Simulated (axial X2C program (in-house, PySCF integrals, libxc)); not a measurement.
# Spin–orbit effects down a group: molecules with Pd (ions), MP2

Computed with an in-house all-electron X2C program for linear molecules (integrals from PySCF), spin-free (one-electron X2C) or two-component (2c: spin–orbit coupling with atomic mean-field Coulomb and Gaunt terms, which also bring small scalar terms), in Dyall basis sets with cores contracted in-house; open shells are unrestricted.

Basis sets: H dyall-v3z, Li dyall-cv3z, Na dyall-cv3z, Pd dyall-cv3z. Frozen shells (counts by l): PdH⁺ Pd 4s3p1d, H none, 10 electrons correlated; LiPd⁺ Pd 4s3p1d, Li 1s, 10 electrons correlated; NaPd⁺ Pd 4s3p1d, Na 2s1p, 10 electrons correlated. Where the outer core of a metal is frozen, bonds come out longer and ionisation energies lower.

```tsv
molecule	spin-free state	Re (Å)	ωe (cm⁻¹)	De (eV)	2c state	Re 2c (Å)	ωe 2c (cm⁻¹)	De 2c (eV)
PdH⁺	M_S = 0, Λ = 0	1.433	2480.9	2.11	Ω = 0	1.433	2485.3	n/a
LiPd⁺	M_S = 0, Λ = 0	2.478	280.1	0.68	Ω = 0	2.480	279.5	0.69
NaPd⁺	M_S = 0, Λ = 0	2.941	123.6	0.36	Ω = 0	2.942	123.6	0.36
```

Task: Work out the shifts from the spin-free to the two-component result.

Result: 

```tsv
molecule	2c state	ΔRe (Å)	Δωe (cm⁻¹)	ΔDe (eV)
PdH⁺	Ω = 0	0.000	4.4	n/a
LiPd⁺	Ω = 0	0.002	-0.6	0.01
NaPd⁺	Ω = 0	0.001	0.0	0.00
```

Shifts of one unit in the last digit are rounding.

Fragments in 2c: Pd+ + H, Pd + Li+, Pd + Na+. Each entry is the lowest single determinant of a limited PBE0 search at one distance. De goes to single-determinant-based atoms at the same level (for ions the charge split of lowest energy) and is withheld (n/a) where an atom does not fit its ground term or J level. Main or longest-lived isotopes.
